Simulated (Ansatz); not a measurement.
Consider the hydrogenolysis of a C–F bond: `F[C@H]1S[Si@@H]1F` + H₂ → `F[SiH]1CS1` + H–F.

Gas-phase electronic energies from Ansatz, PBE0-D4/def2-TZVP geometries. CCSD(T)/CBS is the MP2 limit (def2-TZVPP, def2-QZVPP) plus CCSD(T) − MP2 in def2-TZVPP, frozen cores. This one scheme is used for every species. Functionals use def2-TZVPP. B3LYP here is the variant with VWN-RPA as its local correlation; programs differ in this.

`F[C@H]1S[Si@@H]1F`:

Z-matrix (Å, degrees):
```
C
S 1 1.869
Si 1 1.840 2 67.7
F 1 1.362 2 114.2 3 115.2
H 1 1.087 2 111.7 3 -119.0
F 3 1.587 1 120.7 2 -107.9
H 3 1.470 1 121.9 2 108.9
```

H₂:

Z-matrix (Å, degrees):
```
H
H 1 0.746
```

`F[SiH]1CS1`:

```xyz
7

F     1.820    0.556   -1.000
Si    0.745   -0.360   -0.272
C    -0.872    0.352    0.171
S     0.211    0.012    1.683
H     0.924   -1.733   -0.769
H    -1.048    1.414    0.023
H    -1.781   -0.242    0.163
```

H–F:

Z-matrix (Å, degrees):
```
F
H 1 0.920
```

```json
{"level": "revPBE-D4", "ΔE (kJ/mol)": "-98.1", "difference from CCSD(T)/CBS": "24.1"}
{"level": "r2SCAN-D4", "ΔE (kJ/mol)": "-102.8", "difference from CCSD(T)/CBS": "19.4"}
{"level": "PBE0-D4", "ΔE (kJ/mol)": "-112.4", "difference from CCSD(T)/CBS": "9.8"}
{"level": "CAM-B3LYP-D4", "ΔE (kJ/mol)": "-107.6", "difference from CCSD(T)/CBS": "14.6"}
{"level": "ωB97M-V", "ΔE (kJ/mol)": "-110.1", "difference from CCSD(T)/CBS": "12.1"}
{"level": "PBE-QIDH", "ΔE (kJ/mol)": "-122.8", "difference from CCSD(T)/CBS": "-0.6"}
{"level": "B3LYP", "ΔE (kJ/mol)": "-107.6", "difference from CCSD(T)/CBS": "14.6"}
{"level": "r2SCANh", "ΔE (kJ/mol)": "-107.8", "difference from CCSD(T)/CBS": "14.4"}
{"level": "CAM-B3LYP", "ΔE (kJ/mol)": "-108.7", "difference from CCSD(T)/CBS": "13.5"}
{"level": "HF/def2-QZVPP", "ΔE (kJ/mol)": "-126.8", "difference from CCSD(T)/CBS": "-4.6"}
{"level": "CCSD(T)/CBS", "ΔE (kJ/mol)": "-122.2", "difference from CCSD(T)/CBS": "0"}
```

(1) What do rigid-rotor, harmonic-oscillator terms from PBE0-D4/def2-TZVP frequencies (298.15 K, 1 bar) make of the CCSD(T)/CBS value? (Best estimate.)

Largest T1 diagnostic among the species: 0.013.

Results:

(1) The calculation gave: ΔZPE = +18.2 kJ/mol, ΔH = -106.1 kJ/mol, ΔS = 23 J/(mol·K), ΔG = -112.8 kJ/mol.

At CCSD(T), def2-SVP lies +15.2 kJ/mol from the extrapolated value and def2-TZVPP +2.1 kJ/mol. From PBE to PBE0 (25 % exact exchange), in def2-TZVPP and without D4, ΔE moves by −12.8 kJ/mol. Leaving LDA and LC-ωPBE aside and taking each functional with its dispersion term where it has one, the values, not all of them listed here, spread over 28.2 kJ/mol, from PBE-QIDH to BLYP-D4.
